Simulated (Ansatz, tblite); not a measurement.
Forces on the cluster Ge₃Cl at its r2SCAN-D4/def2-SVP geometry. The state is a doublet with charge 0.

The xTB rows come from tblite. Another isomer (doublet) lies 0.17 eV lower at PBE0-D4/def2-TZVP; other spin states weren't run for this one.

GFN1-xTB (tblite), largest force 1.13 eV/Å:

```xyz
4
positions Å, forces eV/Å
Ge   -1.508   -0.275    1.160    0.470    0.280   -0.983
Ge   -1.508    0.488   -1.267    0.345   -0.264    0.772
Ge    0.484    0.050   -0.257   -0.556   -0.071    0.339
Cl    2.532   -0.264    0.365   -0.259    0.055   -0.129
```

GFN2-xTB (tblite), largest force 0.33 eV/Å:

```
Ge 0.079 0.077 -0.261
Ge -0.214 -0.032 0.141
Ge -0.164 0.014 -0.015
Cl 0.299 -0.060 0.135
```

PBE-D4/def2-TZVP (Ansatz), largest force 0.40 eV/Å:

```
Ge -0.144 -0.080 0.282
Ge -0.242 0.107 -0.296
Ge 0.311 -0.012 -0.014
Cl 0.076 -0.014 0.029
```
